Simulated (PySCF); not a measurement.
## How methods differ on the ionisation energy of Ag³⁹⁺

Ag³⁹⁺ [He] 2s2 2p4 [2p1/2^2 2p3/2^2, M_J = 2] → Ag⁴⁰⁺ [He] 2s2 2p3 [2p1/2^2 2p3/2^1, M_J = 3/2], as a difference of total energies. Calculation: PySCF 2.14, in an uncontracted even-tempered set (17 s from 18 bohr⁻², ratio 2.4; 12 p from 24 bohr⁻², ratio 2.4; 5 d from 85 bohr⁻², ratio 2.6; 4 f from 130 bohr⁻², ratio 2.6); the two-component X2C-1e Hamiltonian. Correlated levels: nothing frozen; the 32 highest virtual spinors dropped. "Screened" scales the spin-orbit matrix elements by Boettger's factors to mimic the two-electron term; Breit and QED terms are absent.

```tsv
method	ionisation energy (eV)
GHF (spin-free)	5996.6
GMP2 (spin-free)	5998.2
GHF (screened spin-orbit)	5967.6
GMP2 (screened spin-orbit)	5967.2
```

For this ion Breit and QED terms and the two-electron picture change, all absent here, outweigh the correlation shift from GHF to GMP2.

The spin-free rows relax to the high-spin LS determinant and lack the spin-orbit shift.

The labels give the starting determinants; with spin-orbit coupling the two ends relaxed to ⟨J²⟩ = 6.00, ⟨L²⟩ = 3.11, ⟨S²⟩ = 1.45 and ⟨J²⟩ = 3.75, ⟨L²⟩ = 2.30, ⟨S²⟩ = 1.62.

For comparison: 5966 ± 12 eV (semi-empirical (NIST evaluation); NIST Atomic Spectra Database, ionization energies).
